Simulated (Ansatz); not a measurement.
AsMe2H (C₂H₇As) was relaxed with PBE-D4 (def2-SVP) in Ansatz in these states: charge +1 doublet, neutral singlet. The geometries follow in no particular order.

A:

```tsv
atom	x (Å)	y (Å)	z (Å)
As1	-0.229	0.282	-0.789
C2	-0.774	-1.438	-0.104
H3	-1.469	-1.289	0.744
H4	0.146	-1.963	0.236
H5	-1.263	-2.012	-0.914
C6	0.602	1.428	0.523
H7	0.854	2.397	0.050
H8	1.529	0.917	0.866
H9	-0.094	1.577	1.370
H10	0.698	0.098	-1.982
```

B:

```xyz
10

As    0.1208   -0.8989   -0.7678
C    -1.4087    0.3271   -0.4201
H    -1.2518    1.2604   -0.9964
H    -1.5124    0.5758    0.6538
H    -2.3433   -0.1473   -0.7786
C     1.4645    0.0598    0.3455
H     2.3560   -0.5850    0.4743
H     1.0654    0.3361    1.3407
H     1.7768    0.9785   -0.1896
H    -0.2672   -1.9066    0.3382
```

Q: Judge from the bond lengths which geometry belongs to which state (an estimate).

A: A is the charge +1 doublet (As1–C6 1.930 Å, As1–C2 1.930 Å, As1–H10 1.522 Å); B is the neutral singlet (As1–C6 1.991 Å, As1–C2 1.991 Å, As1–H10 1.546 Å).
